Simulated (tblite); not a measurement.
Compound: C4H4F3S (doublet state).
SMILES with atom numbers: `[F:1][C:2]([F:3])([F:4])[C@:5]1([SH:6])[CH:7][CH2:8]1` (hydrogens: H9 on S6; H10 on C7; H11, H12 on C8)

Geometry (GFN2-xTB, Å), atoms numbered from 1 in this order:
```xyz
12
C4H4F3S angstrom
F     -2.1979   -0.5311   -0.3674
C     -1.0324   -0.8254    0.2382
F     -0.6517   -2.0209   -0.2289
F     -1.3168   -0.9938    1.5368
C      0.0121    0.2349    0.0021
S     -0.4752    1.8630    0.6703
C      0.8862    0.2020   -1.1603
C      1.4816   -0.1454    0.1244
H     -1.6696    1.9103    0.0801
H      1.1145    0.9480   -1.8881
H      2.1580    0.5427    0.6218
H      1.6925   -1.1850    0.3449
```

Calculated harmonic vibrations of the isolated species, GFN2-xTB (tblite), most abundant isotopes, no scaling. Against measured fundamentals such values can be off by several per cent, at times by over 20. Modes of hydrogen on sulfur can be 10 to 20 % off. One conformer, not necessarily the lowest. Open shells enter through the occupations alone, without spin polarisation, and single modes of such species can be off by tens of per cent.

Harmonic wavenumbers (cm⁻¹): 41.4, 159.3, 174.1, 189.2, 229.2, 260.4, 338.6, 405.3, 426.9, 503.8, 534.4, 595.1, 642.3, 762.7, 816.9, 897.5, 950.9, 998.2, 1024.2, 1042.3, 1046.8, 1067.4, 1079.2, 1177.8, 1375.1, 1440.8, 2424.9, 3007.1, 3037.6, 3186.0.

A = 2336, B = 1618, C = 1253 MHz; mass 140.999 u (most abundant isotopes); point group C1, symmetry number 1; spin multiplicity 2.

Task: Zero-point energy?

Result: ½Σν̃ = 14918 cm⁻¹ = 42.65 kcal/mol.

Task: Give the ideal-gas entropy at 350 K and 1 bar in the rigid-rotor, harmonic-oscillator model (classical rotation).

Result: Translation 41.56, rotation 29.09, vibration 26.51, spin (R ln 2) 1.38: S = 98.5 cal/(mol K).

Task: And Cp and H(350 K) − H(0)?

Result: Cp = 36.27 cal/(mol K), of which vibrations give 28.32 (their classical limit is 30 R = 59.6); H(350 K) − H(0) = 7.81 kcal/mol without the zero-point energy, 5.03 from vibrations.

Task: Blend soft modes into free rotors: weight 1/[1 + (100 cm⁻¹/ν̃)⁴] for the oscillator and the rest for a rotor with moment μB/(μ + B), μ = h/(8π²ν), B = 10⁻⁴⁴ kg m². What vibrational entropy results?

Result: 24.87 cal/(mol K) in place of 26.51, which changes −T·S at 350 K by +0.57 kcal/mol.

Task: What must be added to the electronic energy to get the Gibbs energy at 350 K and 1 bar?

Result: ZPE + [H(350 K) − H(0)] − T·S = 42.65 + 7.81 − 34.49 = 15.97 kcal/mol.

Task: Which modes carry the vibrational entropy at 350 K?

Result: 41.4 cm⁻¹: 5.51; 159.3 cm⁻¹: 2.86; 174.1 cm⁻¹: 2.69; 189.2 cm⁻¹: 2.54; 229.2 cm⁻¹: 2.18; 260.4 cm⁻¹: 1.94 cal/(mol K); the other 24 give 8.79 together.

Task: How do the functions run with temperature in this model?

Result: 
| T (K) | S (cal/(mol K)) | Cp (cal/(mol K)) | H − H(0) (kcal/mol) | G − H(0) (kcal/mol) | ln q(vib) |
| --- | --- | --- | --- | --- | --- |
| 100 | 67.7 | 16.0 | 1.13 | -5.64 | 1.14 |
| 200 | 81.6 | 24.9 | 3.19 | -13.13 | 3.03 |
| 300 | 93.2 | 32.8 | 6.08 | -21.88 | 5.08 |
| 500 | 112.9 | 44.3 | 13.90 | -42.57 | 9.17 |
| 800 | 136.0 | 53.3 | 28.70 | -80.06 | 14.81 |
| 1000 | 148.2 | 56.7 | 39.72 | -108.52 | 18.16 |

q(vib) and H(0) count from the zero-point level.

Hindered rotation and anharmonicity are outside this model. Other conformers, if any are populated, would add a mixing term that is left out. The structure is chiral; the term R ln 2 for an equal mix with its mirror image is left out.

Time: 0.28 s wall. Hardware: one thread, Arm Neoverse V2 (aarch64), no GPU, shared host. This covers the Hessian and the dipole derivatives.
